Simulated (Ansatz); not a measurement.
Reactions of `C=C=C[SiH2][SiH3]`.

Gas-phase electronic energies from Ansatz, PBE0-D4/def2-TZVP geometries. CCSD(T)/CBS is the MP2 limit (def2-TZVPP, def2-QZVPP) plus CCSD(T) − MP2 in def2-TZVPP, frozen cores. This one scheme is used for every species. DFT in def2-TZVPP. For Ge outer-core shells are correlated without core-valence functions, which leaves a few kJ/mol of doubt a bond. Scalar relativity is left out up to krypton. One conformer a species, not always the lowest.

```tsv
reaction	CCSD(T)/CBS(def2) (eV)
`C=C=C[SiH2][SiH3]` + `[NH2][GeH3]` → `[SiH3][SiH2][NH][GeH3]` + `C=C=C`	?
`C=C=C[SiH2][SiH3]` + H₂ → `[SiH3][SiH3]` + `C=C=C`	-0.09
`C=C=C[SiH2][SiH3]` + `[NH2][Al]([NH2])[SH]` → `[NH2][Al]([NH2])[SiH2][SiH3]` + `C=C=CS`	1.57
`C=C=C[SiH2][SiH3]` + H₂ → `C=C=C[SiH3]` + SiH₄	-0.19
`C=C=C[SiH2][SiH3]` + CH₃NH₂ → `CN[SiH3]` + `C=C=C[SiH3]`	-0.44
```

(1) Fill in the missing values. (Estimate.)

Largest T1 diagnostic: 0.013, for `C=C=C[SiH2][SiH3]`.

Answers

(1) Computed: `C=C=C[SiH2][SiH3]` + `[NH2][GeH3]` → `[SiH3][SiH2][NH][GeH3]` + `C=C=C`: -0.42 eV.
